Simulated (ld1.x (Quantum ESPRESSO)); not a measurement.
**What the settings do to the TM potential of Si (Z = 14)**

Base potential:

silicon, norm-conserving Troullier–Martins (Kleinman–Bylander form), made with ld1.x (Quantum ESPRESSO) 7.5 (PBE, non-relativistic). Core [Ne], reference 3s2 3p2. Waves: 3s (bound): rc 1.70 bohr; 3p (bound): rc 1.65 bohr. Local part: the p channel. Core correction: a·sin(br)/r model core inside 0.95 bohr.

Cutoffs, loose and tight: the cutoffs (Ry, on a coarse ladder) from which the occupation-weighted sum of valence levels, in a spherical-Bessel basis at the reference potential, stays within 10 and 1 mRy of its value at 400 Ry. They do not see the model core or the augmentation charge, which bear on the density cutoff. Test errors are all-electron minus pseudo excitation energies from the reference, over the configurations 3s2 3p1; 3s2 3p0; 3s1 3p0; 3s1 3p3; 3s2 3p1.5; 3s0 3p4; 3s1 3p2. A dash means not determined; rows that change the core or the reference have their own tests.

A true bound ghost makes a file unfit for plane-wave use even where its test errors are small: the radial tests pick states by their node count and pass the ghost by.

```tsv
change	outcome	cutoff, loose	cutoff, tight	bound ghosts	largest test error (meV)
base	generated	15 Ry	40 Ry	none	+39
wave 3s (bound): rc 1.70 bohr becomes 3s (bound): rc 1.12 bohr	generated	70 Ry	260 Ry	s	+55
wave 3s (bound): rc 1.70 bohr becomes 3s (bound): rc 1.42 bohr	generated	30 Ry	70 Ry	none	+40
wave 3s (bound): rc 1.70 bohr becomes 3s (bound): rc 1.78 bohr	generated	15 Ry	40 Ry	none	+39
wave 3s (bound): rc 1.70 bohr becomes 3s (bound): rc 2.04 bohr	generated	12 Ry	35 Ry	none	+34
wave 3s (bound): rc 1.70 bohr becomes 3s (bound): rc 2.20 bohr	generated	12 Ry	35 Ry	none	-31
wave 3s (bound): rc 1.70 bohr becomes 3s (bound): rc 2.52 bohr	generated	10 Ry	30 Ry	none	-86
```

Reading the sweep of the s radius (base included, trends over the rows without a ghost): The loose cutoff falls from 30 Ry at 1.42 to 10 Ry at 2.52 bohr. A larger radius leaves more room for a smooth pseudo-wave, so fewer plane waves are needed; a smaller one forces it to follow the all-electron wave where it bends sharply. The median size of the test errors (rows with all tests solved) rises from 2.8 meV at 1.42 to 19.8 meV at 2.52 bohr, with one reversal. More of the atom is replaced by a form fitted at one configuration, so other configurations suffer as the radius grows. Bound ghosts are found at 1.12 bohr.
